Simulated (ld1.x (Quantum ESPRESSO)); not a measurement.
Scattering properties, PAW potential for Nd

neodymium (Nd), PAW, made with ld1.x (Quantum ESPRESSO) 7.5 (PBE, fully relativistic). Core [Kr] 4d10 4f3, reference 5s2 5p6 5d1 6s2 6p0. Waves: 5s (bound): rcut 2.20, rcutus 2.55 bohr; 6s (bound): rcut 2.20, rcutus 2.55 bohr; 5p (bound): rcut 2.20, rcutus 3.05 bohr; 6p (bound, empty): rcut 2.20, rcutus 3.05 bohr; 5d (bound): rcut 2.35, rcutus 3.30 bohr; 5d channel at 0.2 Ry: rcut 2.35, rcutus 3.30 bohr; 5f channel at 0.4 Ry: rcut 2.30, rcutus 2.95 bohr; 5f channel at 2.65 Ry: rcut 2.30, rcutus 2.95 bohr. Local part: all-electron potential smoothed inside 2.85 bohr (lloc = -1). Core correction: Bessel-smoothed model core inside 1.40 bohr. Augmentation charge: BESSEL, radius 1.65 bohr.

Open shells are filled in proportion to 2j + 1 (rel_dist='average').

The phase is arctan(r·u′/u) with u = r·R(r), unwrapped; energies in Ry, scanned from -5 to 5 Ry. A pole is an energy at which the radial function vanishes at the test radius. The pseudo phase is shifted by a multiple of π to meet the all-electron one at the reference energy, and phase errors are pseudo minus all-electron; the curves can meet again beyond the range given. Levels narrower than the energy grid can be missing from the lists of poles.

For each channel, where are the poles, and over which energies does the pseudopotential scatter like the atom?

```
channel  radius (bohr)  reference energy (Ry)  poles, all-electron       poles, pseudo  unbroken range about the reference energy with phases within 0.05 rad  phase error 1 Ry above the reference energy (rad)
      s           3.62                  -0.28          -3.20, 1.07         -3.20, 1.07                                                              below 2.9                                             +0.001
   p1/2           3.62                  -0.11          -1.95, 1.81  -4.41, -1.95, 0.76                                                            -2.0 to 0.1                                             -0.345
   p3/2           3.62                  -0.09          -1.69, 2.01  -1.69, -0.86, 0.58                                                            -0.4 to 0.1                                             -0.563
   d3/2           3.62                  -0.22           0.11, 3.54          0.11, 3.33                                                              below 4.0                                             -0.000
   d5/2           3.62                  -0.21           0.14, 3.60          0.14, 3.51                                                              below 4.7                                             -0.000
   f5/2           3.62                   0.40          -0.51, 2.16          1.60, 2.22                                                            -0.4 to 0.8                                             -0.134
   f7/2           3.62                   0.40          -0.48, 2.17          1.42, 2.21                                                            -0.4 to 0.8                                             -0.286
```

The ghost test of this file was not conclusive.

Phases in the p3/2 channel:

```tsv
E (Ry)	all-electron	pseudo
-5.00	1.440	4.584
-4.74	1.436	4.580
-4.48	1.432	4.576
-4.22	1.427	4.572
-3.96	1.421	4.567
-3.70	1.415	4.561
-3.44	1.408	4.555
-3.18	1.399	4.548
-2.92	1.389	4.540
-2.66	1.375	4.529
-2.40	1.356	4.514
-2.14	1.322	4.487
-1.88	1.168	4.359
-1.62	-1.677	1.486
-1.36	-1.772	1.421
-1.10	-1.819	1.441
-0.84	-1.868	-3.088
-0.58	-1.933	-2.030
-0.32	-2.039	-2.065
-0.06	-2.247	-2.249
0.20	-2.760	-3.150
0.46	-3.699	-4.533
0.72	-4.236	-4.846
0.98	-4.452	-5.015
1.24	-4.562	-5.198
1.50	-4.629	-5.487
1.76	-4.677	-6.021
2.02	-4.714	-6.713
2.28	-4.746	-7.159
2.54	-4.777	-7.385
2.80	-4.808	-7.512
3.06	-4.844	-7.592
3.32	-4.891	-7.646
3.58	-4.957	-7.685
3.84	-5.071	-7.715
4.10	-5.321	-7.739
4.36	-6.061	-7.759
4.62	-7.077	-7.775
4.88	-7.451	-7.789
```
